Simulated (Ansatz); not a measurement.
The cluster GeCl₃. The state is a doublet with charge 0. Geometry PBE0-D4/def2-SVPD, that of the charge -1 singlet; atoms count from 1.

```xyz
4

Ge   -0.802   -0.321   -0.017
Cl   -0.014    0.712    1.913
Cl   -0.196    1.342   -1.524
Cl    1.012   -1.733   -0.372
```

The structure comes from a short search, and lower isomers may exist.

Estimate the Mulliken populations from the PBE0/def2-TZVPD orbitals of Ansatz.


```json
{"atom": "Ge1", "charge (e)": "0.89", "spin (α − β)": "0.44"}
{"atom": "Cl2", "charge (e)": "-0.30", "spin (α − β)": "0.19"}
{"atom": "Cl3", "charge (e)": "-0.30", "spin (α − β)": "0.19"}
{"atom": "Cl4", "charge (e)": "-0.30", "spin (α − β)": "0.19"}
```
Mulliken values and Mayer orders depend strongly on the basis. With diffuse functions, as here, like atoms can get unlike values, and bond orders can come out too low or too high.

Where does the spin sit?

Summed by element: Ge 0.44, Cl 0.56, of 1 unpaired in all. Largest on single atoms: Ge1 0.44, Cl4 0.19, Cl2 0.19.

And the Mayer bond orders between bonded heavy atoms (over 0.3)?

Ge1–Cl2 0.89 (2.33 Å); Ge1–Cl3 0.89 (2.33 Å); Ge1–Cl4 0.89 (2.33 Å).
